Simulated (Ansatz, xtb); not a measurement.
Diatomic GaCo, multiplicity 3 (lowest of 2S+1 = 1, 3, 5 at PBE0/def2-TZVPP; our sources give no spin for the ground state, which may be another). No spin–orbit coupling. Co is treated without relativity. Ga is treated without relativity.

Constants: fifth-degree fit in 1/R to seven points, most abundant isotopes. In def2 and cc sets the state is the lowest found near the PBE0 minimum, followed along R.

Correlated levels freeze the inner cores; with def2 sets outer-core shells near the valence are correlated too.

Run with Ansatz (an electronic-structure program); xtb for the GFN methods.  The GFN methods have no spin term and hold the electronic entropy of 300 K.

```
level               r_e (Å)  ω_e (cm⁻¹)  ω_e x_e (cm⁻¹)  dipole (D)
------------------  -------  ----------  --------------  ----------
GFN1-xTB              2.421         148             1.0           -
PBE/def2-TZVPP        2.395         215            0.85        0.04
r2SCAN/def2-TZVPP     2.396         228            0.81        0.14
B3LYP/def2-TZVPP      2.462           …            0.71        0.32
BHLYP/def2-TZVPP      2.522         189            0.63        0.15
wB97X-V/def2-TZVPP    2.450         212            0.68        0.70
wB97M-V/def2-TZVPP    2.458         211            0.66        0.33
B2PLYP/def2-TZVPP         …           …            0.81           -
```

Q: Some entries are withheld; supply them.

A: 
- B2PLYP/def2-TZVPP, r_e (Å): 2.414
- B2PLYP/def2-TZVPP, ω_e (cm⁻¹): 227
- B3LYP/def2-TZVPP, ω_e (cm⁻¹): 207

Doubts at one or more of the structures used: a spin-contaminated determinant (r2SCAN/def2-TZVPP).
